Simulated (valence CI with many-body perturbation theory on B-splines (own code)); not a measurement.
E1 line list for Cl¹²⁺

Method: valence CI with perturbative core correlation (CI+MBPT): three valence electrons over a frozen Dirac-Fock core [He], radial functions for each j: 11 s, 11 p, 9 d, 7 f, 5 g, 2 h, 1 i, with the one-electron correlation potential Σ1 (screened to all orders), the two-electron term Σ2, the three-electron term Σ3, Breit, model QED; selected single and double excitations, second order for the rest, scaled by the run's own slope (own B-spline code, finite nucleus).

No measured spectrum was set against this ion. As an estimate, levels of excited configurations hold to 0.05 to 0.15 % of their energy, terms of the ground configuration to about 0.5 %.

Lines 201 to 236 of 236 in falling wavelength, among levels below 452.26 eV, chosen from the strongest by gf and those to the six lowest levels. Wavelengths and rates use the calculated energies, so an error of 400 cm⁻¹ moves a line at 3.043 nm by 0.012 % and its rate by three times that or more. Electric multipoles are in the length gauge, E1 and E2 with the static RPA response of the core. Weak lines are less certain than strong ones. Lines between different terms over intervals too small for the method are left out, as are lines whose strength nearly cancels. The highest levels of a list are the least certain.

Names give the largest LS component (configuration and term), which can be under half, so a name can repeat, a term be missing and a line seem to break the LS rules; names also repeat where a configuration has a term twice. Letters in brackets count levels of one name in rising energy.

```
λ vac (nm)               Upper          Lower   A (s⁻¹)  S (a.u.)
     3.043       2s2p3p ⁴D_3/2  2s²2p ²P°_1/2  7.17e+10  3.99e-03
     3.038   2s2p3p ²P_1/2 [a]  2s²2p ²P°_1/2  5.16e+11  1.43e-02
     3.036   2s2p3p ²P_3/2 [a]  2s²2p ²P°_1/2  1.88e+11  1.04e-02
     3.033       2s2p3p ⁴S_3/2  2s²2p ²P°_3/2  4.18e+10  2.30e-03
     3.024       2s2p3p ⁴P_1/2  2s²2p ²P°_3/2  2.69e+09  7.34e-05
     3.019       2s2p3p ⁴P_3/2  2s²2p ²P°_3/2  6.90e+09  3.75e-04
     3.017       2s2p3p ⁴S_3/2  2s²2p ²P°_1/2  2.18e+10  1.18e-03
     3.015       2s2p3p ⁴P_5/2  2s²2p ²P°_3/2  4.90e+10  3.98e-03
     3.011   2s2p3p ²D_3/2 [a]  2s²2p ²P°_3/2  2.83e+11  1.52e-02
     3.008       2s2p3p ⁴P_1/2  2s²2p ²P°_1/2  5.69e+09  1.53e-04
     3.003       2s2p3p ⁴P_3/2  2s²2p ²P°_1/2  9.88e+09  5.28e-04
     3.001   2s2p3p ²D_5/2 [a]  2s²2p ²P°_3/2  1.12e+12  8.97e-02
     2.995   2s2p3p ²D_3/2 [a]  2s²2p ²P°_1/2  8.71e+11  4.62e-02
     2.977   2s2p3p ²S_1/2 [a]  2s²2p ²P°_3/2  8.72e+11  2.27e-02
     2.973  2s2p3d ²F°_7/2 [b]   2s2p² ⁴P_5/2  1.15e+09  1.19e-04
     2.961   2s2p3p ²S_1/2 [a]  2s²2p ²P°_1/2  3.43e+11  8.79e-03
     2.923       2p²3p ²S°_1/2   2s2p² ⁴P_3/2  1.13e+10  2.79e-04
     2.917       2p²3p ²S°_1/2   2s2p² ⁴P_1/2  2.86e+10  7.01e-04
     2.916       2p²3p ⁴D°_1/2   2s2p² ⁴P_3/2  5.06e+10  1.24e-03
     2.910       2p²3p ⁴D°_1/2   2s2p² ⁴P_1/2  3.07e+11  7.46e-03
     2.869   2s2p3p ²P_1/2 [b]  2s²2p ²P°_3/2  1.66e+11  3.88e-03
     2.869   2s2p3p ²D_3/2 [b]  2s²2p ²P°_3/2  1.71e+11  7.97e-03
     2.867   2s2p3p ²D_5/2 [b]  2s²2p ²P°_3/2  1.09e+11  7.59e-03
     2.865   2s2p3p ²P_3/2 [b]  2s²2p ²P°_3/2  1.85e+11  8.57e-03
     2.855   2s2p3p ²P_1/2 [b]  2s²2p ²P°_1/2  1.95e+11  4.49e-03
     2.854   2s2p3p ²D_3/2 [b]  2s²2p ²P°_1/2  1.00e+10  4.59e-04
     2.851   2s2p3p ²P_3/2 [b]  2s²2p ²P°_1/2  1.06e+11  4.85e-03
     2.847   2s2p3p ²S_1/2 [b]  2s²2p ²P°_3/2  9.63e+10  2.19e-03
     2.833   2s2p3p ²S_1/2 [b]  2s²2p ²P°_1/2  6.46e+10  1.45e-03
     2.816        2p²3s ⁴P_3/2  2s²2p ²P°_3/2  1.26e+09  5.55e-05
     2.809        2p²3s ⁴P_5/2  2s²2p ²P°_3/2  6.93e+08  4.55e-05
     2.807        2p²3s ⁴P_1/2  2s²2p ²P°_1/2  2.17e+09  4.74e-05
     2.780        2p²3s ²P_1/2  2s²2p ²P°_3/2  2.66e+10  5.64e-04
     2.773        2p²3s ²P_3/2  2s²2p ²P°_3/2  5.33e+10  2.24e-03
     2.767        2p²3s ²P_1/2  2s²2p ²P°_1/2  5.43e+10  1.14e-03
     2.759        2p²3s ²P_3/2  2s²2p ²P°_1/2  1.92e+10  7.95e-04
```
